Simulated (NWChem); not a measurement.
System meant: VNHClF2; SMILES [F][V](=[NH])([Cl])[F]

Input file for NWChem:

```
start job
memory heap 200 mb stack 900 mb global 1100 mb
geometry units angstroms noautoz
  V     -0.021484     0.298572     0.000000
  N     -1.543475     0.723800     0.000000
  H     -2.527649     0.995031     0.000000
  F      0.705928     0.934415     1.408876
  F      0.705928     0.934415    -1.408876
  Cl     0.030420    -1.851911     0.000000
end
basis spherical
  V library def2-svp
  N library def2-svp
  H library def2-svp
  F library def2-svp
  Cl library def2-svp
end
dft
  odft
  mult 2
  xc xpbe96 cpbe96
  iterations 150
  mulliken
end
task dft energy
```

End of the output:

```
 Summary of "ao basis" -> "" (spherical)
 ------------------------------------------------------------------------------
       Tag                 Description            Shells   Functions and Types
 ---------------- ------------------------------  ------  ---------------------
 V                          def2-svp                11       31   5s3p2d1f
 N                          def2-svp                 6       14   3s2p1d
 H                          def2-svp                 3        5   2s1p
 F                          def2-svp                 6       14   3s2p1d
 Cl                         def2-svp                 8       18   4s3p1d

  pbe96 is a nonlocal functional; adding pw91lda local functional.

                                 NWChem DFT Module
                                 -----------------

 Summary of "ao basis" -> "ao basis" (spherical)
 ------------------------------------------------------------------------------
       Tag                 Description            Shells   Functions and Types
 ---------------- ------------------------------  ------  ---------------------
 V                          def2-svp                11       31   5s3p2d1f
 N                          def2-svp                 6       14   3s2p1d
 H                          def2-svp                 3        5   2s1p
 F                          def2-svp                 6       14   3s2p1d
 Cl                         def2-svp                 8       18   4s3p1d

      Symmetry analysis of basis
      --------------------------

        a'         62
        a"         34

  number of electrons :                   66
  multiplicity        :                    2
 ------------------------------------------------------------------------
  no. of electrons and multiplicity not compatible                  66
 ------------------------------------------------------------------------
 ------------------------------------------------------------------------
  current input line :
    25: task dft energy
 ------------------------------------------------------------------------
 ------------------------------------------------------------------------
 There is an error in the input file
 ------------------------------------------------------------------------
 For more information see the NWChem manual at https://nwchemgit.github.io

0: no. of electrons and multiplicity not compatible:Received an Error in Communication
```

What is wrong, and how is it mended?

The input was rejected before any calculation. Cause: the multiplicity doesn't fit the number of electrons (an even count wants an odd multiplicity, and the reverse). This input runs:
```
start job
memory heap 200 mb stack 900 mb global 1100 mb
geometry units angstroms noautoz
  V     -0.021484     0.298572     0.000000
  N     -1.543475     0.723800     0.000000
  H     -2.527649     0.995031     0.000000
  F      0.705928     0.934415     1.408876
  F      0.705928     0.934415    -1.408876
  Cl     0.030420    -1.851911     0.000000
end
basis spherical
  V library def2-svp
  N library def2-svp
  H library def2-svp
  F library def2-svp
  Cl library def2-svp
end
dft
  xc xpbe96 cpbe96
  iterations 150
  mulliken
end
task dft energy
```
It converges to -1658.32012 Ha (PBE/def2-SVP).
